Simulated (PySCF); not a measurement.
## F⁺ (fluorine, charge +1): UHF calculation

Configuration: [He] 2s1 2p5, high-spin 3P determinant (an excited configuration). All numbers are calculated (PySCF 2.14, the non-relativistic Hamiltonian (point nucleus), in aug-cc-pVQZ with one added diffuse shell each of s, p, d, f, g type (7s6p5d4f3g, 105 functions)).

```json
{
  "Total energy": "-98.040939 hartree",
  "One-electron energy": "-132.4098 hartree",
  "Hartree (Coulomb) energy": "43.8591 hartree",
  "Exchange energy": "-9.4902 hartree",
  "Kinetic energy": "98.03936 hartree",
  "⟨S²⟩": "2.0089",
  "⟨L²⟩": "2.005",
  "Sum of ⟨r⟩": "6.222 bohr",
  "Sum of ⟨r²⟩": "7.358 bohr²",
  "Traceless quadrupole moment −½Σ⟨3z² − r²⟩ along its main axis": "0.522 e·bohr²",
  "Density at the nucleus (Gaussians lack the cusp)": "430 bohr⁻³",
  "Spin density at the nucleus": "13.3 bohr⁻³",
  "Langevin diamagnetic susceptibility": "-5.83 ×10⁻⁶ cm³/mol"
}
```

```csv
shell,electrons,mean orbital energy (hartree),spread (hartree),"rms radius, mean of both spins (bohr)"
1s α,1,-27.22644,0,0.204
1s β,1,-27.06525,0,0.204
2s α,1,-2.42652,0,1.03
2p α,3,-1.51437,0.11381,1.11
2p β,2,-1.20537,0,1.11
```

Spin-orbit constants ζ (cm⁻¹) from the X2C one-electron operator on these orbitals (non-relativistic here): bare nucleus, nucleus screened by l(l+1)(2l+1)/3 electrons, and screened by the Breit-Pauli mean field of the electrons.

```json
{"shell": "2p", "bare": "472.7", "screened nucleus": "367.7", "mean field": "323.3"}
```

To first order the Landé constant is A = -161.7 cm⁻¹, so the lowest level has J = 2 and lies 0.0200 eV below the centre of the term. This holds in LS coupling only.
